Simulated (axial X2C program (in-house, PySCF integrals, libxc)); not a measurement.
## ZrO: properties at the nuclei

Computed with an in-house all-electron X2C program for linear molecules (integrals from PySCF): two-component X2C with atomic mean-field Coulomb and Gaunt terms, Gaussian nuclei, basis Zr dyall-cv3z, O dyall-av3z with contracted cores.

R = 1.715 Å (near the PBE0 minimum at charge 0 of the determinant lowest at the starting distance; the state shown can have its own minimum elsewhere).

Determinant lowest in the PBE0 search, Ω = 1 (⟨Sz⟩ = -1.00, ⟨Lz⟩ = 2.00 at PBE0), spin on the atoms Zr -1.05, O 0.05:

```
level  Eeff magnitude (GV/cm)  Ws magnitude Zr (kHz)  A∥/gI Zr (MHz)  qzz Zr (a.u.)  A∥/gI O (MHz)  qzz O (a.u.)  μ (D)
 PBE0                     2.9                   1.34           -1210          -1.30             -8         -0.39  -3.98
   HF                    4.08                   1.87            -826          -1.17           10.3         -0.45  -4.40
  PBE                    2.59                    1.2           -1250          -1.42          -9.32         -0.37  -3.67
B3LYP                    2.87                   1.32           -1300          -1.39          -9.92         -0.40  -4.03
TPSSh                     2.7                   1.25           -1190          -1.38          -7.64         -0.41  -3.85
```

Determinant 0.08 eV from it at PBE0 and this distance, Ω = 3 (⟨Sz⟩ = 1.00, ⟨Lz⟩ = 2.00 at PBE0), spin on the atoms Zr 1.05, O -0.05:

```
level  Eeff magnitude (GV/cm)  Ws magnitude Zr (kHz)  A∥/gI Zr (MHz)  qzz Zr (a.u.)  A∥/gI O (MHz)  qzz O (a.u.)  μ (D)
 PBE0                    2.88                  0.444             675          -1.33           3.53         -0.39  -3.97
   HF                    4.04                  0.617             519          -1.18          -9.66         -0.45  -4.40
  PBE                    2.57                  0.399             695          -1.46           5.84         -0.38  -3.66
B3LYP                    2.85                  0.439             706          -1.43           4.58         -0.40  -4.03
TPSSh                    2.68                  0.413             672          -1.42            4.6         -0.41  -3.85
```

Eeff is the effective electric field on the electron electric dipole moment in this Ω state and Ws the scalar–pseudoscalar constant of the nucleus named (defined with the proton number Z and per Ω); A∥ (defined per Ω) follows by multiplying with gI = μI/(I μN); qzz is the electric field gradient, eQq0 = 234.96 MHz × Q/barn × qzz; μ is positive if the O end (last atom) is positive. The operators were transformed with the bare-nucleus X2C matrices; with these basis sets, hyperfine constants and field gradients can be off by tens of per cent, and where levels differ in sign neither size nor sign is settled.

(1) With gI(91Zr) = -0.5214, Q(91Zr) = -0.176 barn, Q(17O) = -0.02558 barn (g factors from the IAEA table of nuclear moments by Stone; Q from Pyykkö, Mol. Phys. 2018), turn the PBE0 values of the first state into constants in MHz.

Each state is one determinant with collinear spin, which with several unpaired electrons need not be a pure state. Unrestricted Hartree–Fock can overshoot spin polarisation at the nuclei. With several open shells hyperfine constants can be off by a factor of several. Open-shell Ω = 0 determinants with evenly filled partner blocks cannot be reached by this program, so the Ω shown need not be the lowest component. States lie within half an eV, so the first need not be the ground state. Further determinants of the search, some of them spin-mixed, are not shown. PBE0 term energies can be off by some tenths of an eV.

Answers

(1) A∥(91Zr) = -1210 × -0.5214 = 631 MHz; eQq0(91Zr) = 234.96 × (-0.176) × (-1.30) = 53.8 MHz; eQq0(17O) = 234.96 × (-0.02558) × (-0.39) = 2.34 MHz.
